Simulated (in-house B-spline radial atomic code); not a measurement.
Ionising neutral ruthenium with different functionals

Computed with a B-spline radial code for spherical atoms: non-relativistic Hamiltonian, point nucleus, spin-polarised at highest spin, spherical fractional occupations for the functionals, the average over the highest-spin determinants for Hartree-Fock. The ionisation energy is the difference of two self-consistent energies, [Kr] 4d7 5s1 → [Kr] 4d7, without Breit or QED terms; ε is the level of the shell that loses the electron (its least bound occupied spin orbital). There is no spin-orbit coupling in this Hamiltonian.

Hybrids are left out here: with spherical fractional occupations of an open shell their exact exchange keeps a self-interaction that integer-occupation calculations don't have.

| method | rung | ΔSCF (eV) | -ε(5s) (eV) |
| --- | --- | --- | --- |
| Hartree-Fock | Hartree-Fock | 5.90 | 6.04 |
| LDA VWN5 | LDA | 7.54 | 4.59 |
| LDA PW92 | LDA | 7.54 | 4.58 |
| LDA exchange-only | LDA | 6.87 | 3.99 |
| PBE | GGA | 7.29 | 4.38 |
| PBEsol | GGA | 7.31 | 4.43 |
| BLYP | GGA | 7.22 | 4.23 |
| RPBE | GGA | 7.18 | 4.30 |
| PW91 | GGA | 7.36 | 4.45 |
| BP86 | GGA | 7.44 | 4.54 |
| AM05 | GGA | ? | ? |
| OLYP | GGA | 6.88 | 4.00 |
| TPSS | meta-GGA | 7.09 | 4.32 |
| SCAN | meta-GGA | 7.39 | 4.81 |
| r2SCAN | meta-GGA | 7.18 | 4.63 |
| M06-L | meta-GGA | ? | ? |
| revTPSS | meta-GGA | 7.08 | 4.34 |

Q: What does M06-L give?

A: ΔSCF 6.67 eV, and -ε(5s) = 4.15 eV.

Q: What does AM05 give?

A: ΔSCF 7.26 eV, and -ε(5s) = 4.38 eV.

Q: How do they compare with the NIST value?

A: NIST lists 7.361 eV (measured, ground level to ground level). Errors run from -1.46 to +0.18 eV; PW91 is closest (-0.00 eV), but part of that can be cancellation, since the calculations leave out relativity, Breit-QED terms, multiplet and fine-structure energies. Hartree-Fock also lacks correlation.
